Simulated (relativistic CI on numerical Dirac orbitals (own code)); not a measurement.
Radial Dirac CI calculation of Cr⁺.

Command:

```sh
python run_levels.py task.json out
```

Input:

```
atom Cr  Z=24  charge=1  electrons=23
nucleus A=52  rms_radius_fm=3.6452
hamiltonian dirac-coulomb  breit=on  qed=on  c_scale=1
orbitals kli  potential=per-configuration
slater_scale 1
correlation none
mixing on
grid step=0.0125 r_max=74.5
scf mixing=0.05 start=green max_iterations=150 tolerance=2e-08 node_fill=0.01
configurations
  [Ar] 3d5
  [Ar] 3d4 4s
  [Ar] 3d3 4s2
end
```

Output:

```
SCF 1: [Ar] 3d5
 iter      energy (Ha)   residual   last orbital (Ha)
    1     -1046.350543   1.08e+00     -1.24590
    2     -1046.870712   9.83e-01     -1.15996
    3     -1049.140643   1.93e-01     -0.49028
    4     -1049.102993   2.12e-01     -0.48121
    5     -1049.317327   1.42e-01     -0.66044
    6     -1049.370436   5.08e-02     -0.62055
    7     -1049.376600   2.99e-02     -0.60597
    8     -1049.379857   1.86e-03     -0.58608
    9     -1049.379854   1.76e-03     -0.58587
   10     -1049.379874   8.75e-05     -0.58403
   11     -1049.379874   9.86e-05     -0.58403
   12     -1049.379874   7.21e-06     -0.58393
   13     -1049.379874   1.97e-06     -0.58394
   14     -1049.379874   1.57e-06     -0.58394
   15     -1049.379874   7.69e-09     -0.58394
SCF 2: [Ar] 3d4 4s
 iter      energy (Ha)   residual   last orbital (Ha)
    1     -1047.186434   9.81e-01     -0.68657
    2     -1047.547962   8.98e-01     -0.66958
    3     -1049.253402   1.48e-01     -0.52793
    4     -1049.232491   2.31e-01     -0.52544
    5     -1049.236244   2.28e-01     -0.52592
    6     -1049.236937   2.27e-01     -0.52596
    7     -1049.388627   4.38e-02     -0.53660
    8     -1049.387484   5.08e-02     -0.53747
    9     -1049.390344   2.30e-02     -0.53513
   10     -1049.390518   1.45e-02     -0.53425
   11     -1049.390549   1.25e-02     -0.53042
   12     -1049.390501   1.23e-02     -0.52634
   13     -1049.390541   9.20e-03     -0.52899
   14     -1049.390533   8.99e-03     -0.52992
   15     -1049.390421   1.10e-02     -0.51893
   16     -1049.390541   1.63e-03     -0.51512
   17     -1049.390543   3.77e-05     -0.51434
   18     -1049.390543   4.27e-05     -0.51435
   19     -1049.390541   2.91e-05     -0.51435
   20     -1049.390541   2.96e-05     -0.51435
   21     -1049.390537   1.48e-05     -0.51436
   22     -1049.390535   2.05e-05     -0.51437
   23     -1049.390534   9.13e-07     -0.51436
   24     -1049.390534   8.62e-07     -0.51436
   25     -1049.390534   7.13e-07     -0.51436
   26     -1049.390534   7.98e-07     -0.51436
   27     -1049.390534   6.34e-07     -0.51436
   28     -1049.390534   6.07e-07     -0.51436
   29     -1049.390534   1.36e-07     -0.51436
   30     -1049.390534   1.31e-07     -0.51436
   31     -1049.390534   5.20e-08     -0.51436
   32     -1049.390534   2.80e-08     -0.51436
   33     -1049.390534   2.75e-08     -0.51436
   34     -1049.390534   1.97e-08     -0.51436
SCF 3: [Ar] 3d3 4s2
 iter      energy (Ha)   residual   last orbital (Ha)
    1     -1047.651911   8.51e-01     -0.68657
    2     -1047.896627   7.83e-01     -0.67407
    3     -1049.177726   1.24e-01     -0.56184
    4     -1049.142558   1.64e-01     -0.55255
    5     -1049.250263   3.26e-02     -0.56894
    6     -1049.250704   2.96e-02     -0.56812
    7     -1049.251895   1.14e-03     -0.56001
    8     -1049.251898   1.04e-03     -0.55990
    9     -1049.251937   1.33e-04     -0.55964
   10     -1049.251937   6.86e-05     -0.55963
   11     -1049.251937   3.15e-06     -0.55962
   12     -1049.251937   4.74e-06     -0.55962
   13     -1049.251937   5.95e-07     -0.55962
   14     -1049.251937   2.20e-08     -0.55962
   15     -1049.251937   1.16e-09     -0.55962
orbital energies (Ha): 2s -25.0460  2p1/2 -21.3538  2p3/2 -21.0356  3s -3.2048  3p1/2 -2.1815  3p3/2 -2.1453  3d3/2 -0.5869  3d5/2 -0.5839
configuration averages (Ha): Dirac-Coulomb, Breit, QED
  3d5                          -1049.379874    0.355849    0.237246
  3d4 4s                       -1049.390534    0.356290    0.237420
  3d3 4s2                      -1049.251937    0.356830    0.237642
levels: no., configuration, term, J, E (cm-1), weight
   1 3d5                    6S   5/2              0.0  1.00
   2 3d4 4s                 6D   1/2           7231.4  1.00
   3 3d4 4s                 6D   3/2           7297.4  1.00
   4 3d4 4s                 6D   5/2           7405.4  1.00
   5 3d4 4s                 6D   7/2           7552.8  1.00
   6 3d4 4s                 6D   9/2           7736.3  1.00
   7 3d4 4s                 4D   1/2          18787.7  0.97
   8 3d4 4s                 4D   3/2          18889.2  0.97
   9 3d4 4s                 4D   5/2          19053.9  0.97
  10 3d4 4s                 4D   7/2          19276.2  0.97
  11 3d5                    4G   5/2          25101.2  0.96
  12 3d5                    4G   7/2          25106.2  0.96
  13 3d5                    4G   11/2         25109.1  0.97
  14 3d5                    4G   9/2          25109.7  0.96
lowest total energy -1048.983057 Ha
end: converged
```

Against the reference input this run has: node fill of the KLI weights 0.01, SCF mixing 0.05. The reference run ends at -1048.982612 Ha with Breit and QED terms.

With so few configurations and no correlation, terms lie too far apart (by 10 to 50 % or more near neutrality), their order can be wrong, and levels of other configurations are missing. Terms and fine structure of an open d or f shell near neutrality can be off by tens of per cent either way.
